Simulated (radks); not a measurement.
Effect of the nuclear size on the oxygen ion O3+, [He] 2s2 2p1. Method: Dirac Kohn-Sham, relativistic LDA (MacDonald-Vosko exchange, VWN5 correlation), spin-unpolarised, spherical densities, finite nucleus; open shells are shared between the two j in proportion to 2j + 1; Fermi nuclear charge, rms radius 2.6991 fm; computed with a radial shooting solver on a logarithmic mesh with Libxc functionals. The rms radius is varied about that value; shifts are against it.

rms radius (fm)  total energy shift (eV)  density at nucleus (e/bohr^3)  1s1/2 shift (meV)
2.2672                         -0.000113                          323.5             -0.043
2.4751                        -0.0000611                          323.4             -0.023
2.6991                                 0                          323.3              0.000
2.8071                         0.0000313                          323.2              0.012
3.2848                          0.000184                            323              0.070

Slopes of the eigenvalues against <r^2> in GHz/fm^2, as finite differences over the two radii next to the reference (eigenvalue slopes, not the field-shift constants of lines): 1s1/2 4.85.
